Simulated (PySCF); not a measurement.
Estimate the missing entries of this data sheet.

C₄H₁₄Si₄.
Cartesian coordinates in Å at the PBE0-D3(BJ)/def2-SVP level; atoms count from 1:
```xyz
22
C4H14Si4 angstrom
C     -0.1836   -2.2746    2.2256
C     -0.4410   -1.2911    1.5549
Si    -0.7827    0.1538    0.4705
C     -2.6393    0.4176    0.2689
C     -2.9914    1.5797   -0.6545
Si     0.3184   -0.2878   -1.5566
Si     2.4649   -1.0570   -1.0149
Si     3.3587    0.4276    0.5668
H      0.0407   -3.1384    2.8257
H     -0.1466    1.3590    1.0920
H     -3.0644    0.5693    1.2759
H     -3.0670   -0.5283   -0.1044
H     -4.0810    1.7150   -0.7362
H     -2.5694    2.5305   -0.2915
H     -2.6051    1.4206   -1.6742
H     -0.4482   -1.2961   -2.3573
H      0.4329    0.9676   -2.3680
H      3.3422   -1.1192   -2.2272
H      2.3715   -2.4278   -0.4227
H      4.7950    0.1297    0.8577
H      2.5744    0.3234    1.8349
H      3.2553    1.8288    0.0520
```

```csv
property,level,value
point group,PBE0-D3(BJ)/def2-SVP,?
"rotational constants A, B, C",PBE0-D3(BJ)/def2-SVP,"1.244, 0.545, 0.476 GHz"
dipole moment,wB97X-D/def2-SVPD,1.06 D
HOMO energy,wB97X-D/def2-SVPD,-9.23 eV
LUMO energy,wB97X-D/def2-SVPD,1.28 eV
lowest singlet excitation,TDDFT wB97X-D/def2-SVPD,?
strongest line among the 10 lowest singlet transitions,TDDFT wB97X-D/def2-SVPD,"S9 at 7.13 eV (174 nm, f = 0.231)"
lowest triplet excitation (Tamm–Dancoff),TDA wB97X-D/def2-SVPD,4.93 eV
static isotropic polarisability,wB97X-D/def2-SVPD,165.0 au
vertical ionisation energy,ΔSCF wB97X-D/def2-SVPD,9.18 eV
electronic spatial extent ⟨r²⟩ about the centre of nuclear charge,wB97X-D/def2-SVPD,?
13C chemical shifts (computed TMS as zero) by class,GIAO PBE0/pcSseg-1,"107.8 (C1), 85.9 (C2), 10.0 (C5), 7.8 (C4) ppm"
1H chemical shifts (computed TMS as zero) by class,GIAO PBE0/pcSseg-1,"4.37 (H10), 3.67 (H20/H21/H22), 3.64 (H19), 3.57 (H18), 3.49 (H16), 3.42 (H17), 2.45 (H9), 1.14 (H11), 1.00 (H13/H14/H15), 0.76 (H12) ppm"
"isotropic shieldings of nuclei other than C and H, by class",GIAO PBE0/pcSseg-1,"409 (Si3), 458 (Si8), 467 (Si6), 468 (Si7) ppm"
```

Electronic properties: PySCF, gas phase, density fitting. One conformer (not necessarily the lowest) at the PBE0-D3(BJ)/def2-SVP geometry, without solvent or vibrations. NMR classes are plain means over equivalent atoms (diastereotopic ones count apart unless rotation or inversion swaps them), as if these changed places fast; in this geometry the members of some classes differ.

(1) What is the electronic spatial extent ⟨r²⟩ about the centre of nuclear charge?

(2) Give the lowest singlet excitation.

(3) What is the point group?

Results:

(1) 2642 bohr².

(2) 5.85 eV (212 nm, f = 0.005).

(3) C1.

The ΔSCF ionisation energy falls short of −ε(HOMO) by 0.05 eV with wB97X-D. No computed singlet falls in the visible range (750 to 380 nm, 1.65 to 3.26 eV); S1 lies 2.59 eV above its blue end. The vertical singlet–triplet gap S1 − T1 is 0.92 eV (TDDFT singlet less Tamm–Dancoff triplet; S1: HOMO→LUMO, weight 0.33; T1: HOMO→LUMO+1, weight 0.14, beside HOMO−2→LUMO, weight 0.12). The 10 singlets span 5.85 to 7.17 eV, and their oscillator strengths add up to 0.57.

For the geometry optimisation (PBE0-D3(BJ)/def2-SVP), hardware: one thread of an Arm Neoverse N1, shared host with 64 logical CPUs at a one-minute load of 61. Cost: 18 min of wall time, 0.93 GiB resident at most.
